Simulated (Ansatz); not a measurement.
C$_{3}$H$_{5}$ClSi, SMILES `CC#C[SiH2]Cl` from Hartree–Fock to CCSD(T)

```tsv
atom	x (Å)	y (Å)	z (Å)
C1	-0.361	0.039	2.223
C2	-0.129	0.054	0.796
C3	0.064	0.063	-0.398
Si4	0.352	0.081	-2.179
Cl5	0.508	-1.843	-2.886
H6	0.553	0.289	2.767
H7	-0.692	-0.950	2.548
H8	-1.131	0.764	2.498
H9	-0.783	0.724	-2.878
H10	1.619	0.778	-2.491
```

Total charge 0; spin multiplicity 1. All single points use the PBE0-D4/def2-TZVP geometry. Frozen core, restricted reference, the Gaussian-basis code of Ansatz. CBS rows extrapolate triple and quadruple zeta; past MP2 they add the triple-zeta difference.

```csv
basis,HF (Eh),MP2 corr.,CCSD corr.,(T),CCSD(T) total
def2-TZVPP,-865.02862,-0.77952,-0.82640,-0.03811,-865.89313
def2-QZVPP,-865.05533,-0.83872,–,–,–
CBS(def2),-865.05901,-0.88258,-0.92947,as TZ,-866.02659
```
